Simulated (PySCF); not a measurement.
**Polarisability and C₆ of V (vanadium, neutral)**

[Ar] 3d5, high-spin 6S determinant (an excited configuration). Computed with PySCF 2.14 in aug-cc-pwCVTZ-DK (10s9p7d4f3g, 127 functions), with scalar relativity by spin-free X2C-1e. Coupled (time-dependent) response in atomic units; α is the mean over directions.

| method | mean α (bohr³) | C₆ (like pair) | S(−4) |
| --- | --- | --- | --- |
| UHF | 68.25 | 280.5 | 26240 |

S(−4) is the Cauchy moment in α(ω) = α(0) + S(−4) ω² + …

α(iu) at UHF:

```json
{"u (hartree)": "0", "α(iu) (bohr³)": "68.25"}
{"u (hartree)": "0.0500", "α(iu) (bohr³)": "38.46"}
{"u (hartree)": "0.100", "α(iu) (bohr³)": "22.82"}
{"u (hartree)": "0.200", "α(iu) (bohr³)": "14.86"}
{"u (hartree)": "0.300", "α(iu) (bohr³)": "11.76"}
{"u (hartree)": "0.500", "α(iu) (bohr³)": "8.008"}
{"u (hartree)": "0.750", "α(iu) (bohr³)": "5.352"}
{"u (hartree)": "1.00", "α(iu) (bohr³)": "3.861"}
{"u (hartree)": "1.50", "α(iu) (bohr³)": "2.340"}
{"u (hartree)": "2.00", "α(iu) (bohr³)": "1.592"}
{"u (hartree)": "3.00", "α(iu) (bohr³)": "0.8839"}
{"u (hartree)": "5.00", "α(iu) (bohr³)": "0.3942"}
```
